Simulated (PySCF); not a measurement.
# C₆ coefficients of unlike pairs at B97-3

Calculated with PySCF 2.14 from the dipole response of each species, C₆(A,B) = (3/π) ∫ α_A(iu) α_B(iu) du, in atomic units, from isotropic polarisabilities. For ions this is the dispersion term alone; charge-induced terms of lower order in 1/R come first.

```tsv
species	configuration	basis	relativity	α (bohr³)	C₆ (like pair)
Pb³⁺	[Xe] 4f14 5d10 6s1 (2S)	aug-cc-pVQZ-PP with ECP60MDF (7s7p5d3f2g)	core potential	8.679	45.89
Rb	[Kr] 5s1 (2S)	def2-QZVPPD with the def2 core potential (28 electrons) (7s5p4d3f)	core potential	379.5	5998
Co	[Ar] 3d7 4s2 (4F)	aug-cc-pVDZ-DK (7s6p4d2f)	spin-free X2C	55.66	472.1
Te⁺	[Kr] 4d10 5s2 5p3 (4S)	aug-cc-pVTZ-PP with ECP28MDF (6s5p4d2f)	core potential	22.14	182.1
```

(1) Estimate C₆ for Te⁺ with Pb³⁺.

No spin-orbit coupling is included.

The other pairs:

```csv
pair,C₆
"Co, Pb³⁺",121.4
"Co, Rb",1418
"Rb, Pb³⁺",285.6
"Te⁺, Rb",681.4
"Te⁺, Co",272.2
```

Answers

(1) The integral gives 87.32. The combination rule 2 C_A C_B / (C_A α_B/α_A + C_B α_A/α_B) gives 88.68 and the geometric mean 91.40.
